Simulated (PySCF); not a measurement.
Output of ΔSCF core-hole calculations on `C=CB(CC)CC` (BEt2(vinyl)).

Theory: delta-SCF UKS SCAN, pcX-2 on the ionised atom, pcseg-1 elsewhere, spin-free X2C in PySCF. Atoms in this output count from 0. The cycles run on a coarse integration grid; for E(ground) and E(ion) the exchange–correlation energy is redone on a finer one, so they differ from the last cycle, and only they enter the binding energy.

```
ground state, core basis on atom 2 (C), 194 functions
  cycle   1  E = -261.21173964  |g| = 5.78e-02
  cycle   2  E = -261.21168730  |g| = 2.24e-02
  cycle   3  E = -261.21170701  |g| = 2.06e-02
  cycle   4  E = -261.21181196  |g| = 1.12e-03
  cycle   5  E = -261.21181077  |g| = 3.46e-04
  E(ground) = -261.22559944 Eh
hole in C 1s of atom 2
  cycle   1  E = -249.97579470  |g| = 1.50e+00
  cycle   2  E = -249.37705257  |g| = 1.77e+00
  cycle   3  E = -250.49583470  |g| = 3.18e-01
  cycle   4  E = -250.52725582  |g| = 1.35e-01
  ...
  cycle   9  E = -250.53832176  |g| = 1.19e-03
  cycle  10  E = -250.53832345  |g| = 5.65e-04
  cycle  11  E = -250.53832333  |g| = 2.14e-04
  E(ion) = -250.55167799 Eh   <S^2> = 0.7689   hole on atom = 1.000
```

Question: What is the C 1s binding energy of atom 2?

Answer: (-250.551678 − (-261.225599)) Eh × 27.2114 eV/Eh = 290.45 eV, for the carbon bonded to C and 3 H.

```
ground state, core basis on atom 15 (C), 194 functions
  cycle   1  E = -261.21225793  |g| = 5.86e-02
  cycle   2  E = -261.21205712  |g| = 3.46e-02
  cycle   3  E = -261.21194154  |g| = 3.93e-02
  cycle   4  E = -261.21235081  |g| = 8.44e-03
  cycle   5  E = -261.21237179  |g| = 6.73e-04
  cycle   6  E = -261.21237215  |g| = 2.01e-04
  E(ground) = -261.22659397 Eh
hole in C 1s of atom 15
  cycle   1  E = -249.98296463  |g| = 1.51e+00
  cycle   2  E = -248.10551689  |g| = 2.12e+00
  cycle   3  E = -250.24637630  |g| = 6.96e-01
  cycle   4  E = -250.48177796  |g| = 3.96e-01
  ...
  cycle  11  E = -250.56049666  |g| = 1.11e-03
  cycle  12  E = -250.56050072  |g| = 5.78e-04
  cycle  13  E = -250.56050130  |g| = 3.08e-04
  E(ion) = -250.57387547 Eh   <S^2> = 0.8036   hole on atom = 1.000
```

Question: What is the C 1s binding energy of atom 15?

Answer: (-250.573875 − (-261.226594)) Eh × 27.2114 eV/Eh = 289.88 eV, for the carbon bonded to B, C and H.

The ground state is recomputed for each atom, because the flexible core basis sits on the ionised atom alone; energies of different blocks can't be mixed. One conformer (not necessarily the lowest) at the PBE0-D3(BJ)/def2-SVP geometry, without solvent, vibrations or thermal averaging.

The run took 69 s wall on Arm Neoverse V1, one thread, shared host with 32 logical CPUs at a one-minute load of 14, and the process peaked at 0.81 GiB of memory.
Labels such as C1 count atoms from 1, the log's own numbers from 0.
